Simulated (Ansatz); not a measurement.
Program: Ansatz. Geometries: PBE0-D4/def2-TZVP. ΔE: electronic, gas phase. CCSD(T)/CBS adds triple-zeta CCSD(T) − MP2 to the extrapolated MP2 energy (def2 sets, frozen cores). This one scheme is used for every species. Functionals use def2-TZVPP. B3LYP here is the variant with VWN-RPA as its local correlation; programs differ in this. One conformer a species, not always the lowest.

Reaction (ligand exchange at the Si–S bond): `N[Si](O)(S)Cl` + HCl → `N[Si](O)(Cl)Cl` + H₂S

Problem. Is it downhill or uphill in electronic energy at CCSD(T)/CBS, and by how much? (Estimate.)

Solution. Ansatz gave: Downhill: ΔE = -38.1 kJ/mol.

Problem. What do these levels give: PBE-D4, PBE0-D4, B3LYP-D4, ωB97M-V, PBE, r2SCAN, HF/def2-TZVPP, MP2/def2-TZVPP, CCSD(T)/def2-TZVPP, HF/def2-QZVPP, HF/CBS(def2), CCSD/CBS(def2)? (An estimate is asked.)

Solution. The calculation gave: PBE-D4 -33.2, PBE0-D4 -35.2, B3LYP-D4 -38.1, ωB97M-V -39.8, PBE -35.0, r2SCAN -39.0, HF/def2-TZVPP -47.7, MP2/def2-TZVPP -38.0, CCSD(T)/def2-TZVPP -37.9, HF/def2-QZVPP -48.2, HF/CBS(def2) -48.2, CCSD/CBS(def2) -39.7 kJ/mol.

Largest T1 diagnostic among the species: 0.010.

In def2-TZVPP, CCSD(T) changes the Hartree–Fock value by +9.8 kJ/mol (the triples alone add +1.6 kJ/mol) and MP2 by +9.7 kJ/mol.
